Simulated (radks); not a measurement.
The mean radii <r> (bohr) of the occupied orbitals of an atom or ion are listed with their occupations. All-electron calculation, Dirac Kohn-Sham, exchange-only B88, spin-unpolarised, spherical densities, point nucleus. Program: a radial shooting solver on a logarithmic mesh with Libxc functionals.

| orbital | occ. | <r> |
|---|---|---|
| 1s1/2 | 2 | 0.02457 |
| 2s1/2 | 2 | 0.1047 |
| 2p1/2 | 2 | 0.08793 |
| 2p3/2 | 4 | 0.09414 |
| 3s1/2 | 2 | 0.2783 |
| 3p1/2 | 2 | 0.2680 |
| 3p3/2 | 4 | 0.2802 |
| 3d3/2 | 4 | 0.2513 |
| 3d5/2 | 6 | 0.2551 |
| 4s1/2 | 2 | 0.6386 |
| 4p1/2 | 2 | 0.6579 |
| 4p3/2 | 4 | 0.6856 |
| 4d3/2 | 4 | 0.7440 |
| 4d5/2 | 6 | 0.7540 |
| 5s1/2 | 2 | 1.545 |
| 5p1/2 | 2 | 1.743 |
| 5p3/2 | 4 | 1.827 |
| 4f5/2 | 2 | 1.233 |

Name the element and its charge. Open shells, if any, fill j = l - 1/2 first.

Answer. Z = 58, cerium, charge +2: Ce2+ in [Xe] 4f2. The 1s radius gives Z: for a bare nucleus <r> = (2 gamma + 1)/(2Z) with gamma = sqrt(1 - (Z/c)^2), 0.02424 bohr for Z = 58, and screening makes it slightly larger (0.02457 here). The occupations add up to 56, and the charge is Z minus that.
